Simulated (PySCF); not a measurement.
Cartesian coordinates in Å; atom numbers follow the order of the lines, from 1:
```xyz
21

Si   -0.0200    0.0139    0.0056
S     0.0105   -0.0468    2.1374
C     0.9499   -1.5902    2.3920
H     0.5420   -2.3925    1.7606
H     0.8305   -1.8618    3.4492
H     2.0150   -1.4451    2.1686
S     1.9972    0.0002   -0.6859
C     1.7076    0.0039   -2.4883
H     1.3601   -0.9788   -2.8331
H     2.6702    0.2391   -2.9615
H     0.9714    0.7755   -2.7540
S    -1.0647    1.7753   -0.5917
C    -0.0167    3.0380    0.2061
H    -0.1789    3.0571    1.2918
H    -0.3052    4.0061   -0.2248
H     1.0433    2.8430   -0.0097
S    -1.0170   -1.6715   -0.8381
C    -2.6713   -1.4558   -0.0974
H    -2.5825   -1.2593    0.9804
H    -3.2117   -2.3988   -0.2536
H    -3.2165   -0.6358   -0.5831
```

- geometry: PBE0-D3(BJ)/def2-SVP
- KT2/pcSseg-1 with gauge-including orbitals
- program: PySCF 2.14
- isolated molecule, non-relativistic, rapidly exchanging positions averaged, a single conformation

Scale: 13C (σ = 183.22 ppm), 1H (σ = 31.18 ppm), 29Si (σ = 361.05 ppm) vs TMS; 33S (σ = 518.69 ppm) against CS2 (reference shieldings calculated alike).

```csv
atoms,nucleus,count,δ (ppm)
C3/C8/C13/C18,13C,4,15.8
S2/S7/S12/S17,33S,4,?
H4/H5/H6/H9/H10/H11/H14/H15/H16/H19/H20/H21,1H,12,2.10
Si1,29Si,1,?
```

Complete the table.

Answers


- Si1: 58.7 ppm, silicon bonded to 4 S
- S2/S7/S12/S17: -124 ppm, sulfur bonded to C, Si

Shifts are as computed. Against solution values, carbons near 30 ppm lie about +2 ppm off and those near 130 ppm about -5 ppm (rms about the fit 1.2 ppm; single classes can miss by 10 ppm). Of 1328 compounds with measured shifts, 309 miss one by over three times the rms of a fit or turn the order of signals round; such compounds aren't used in these exercises. Signals without a measured value on file couldn't be tested in this way.
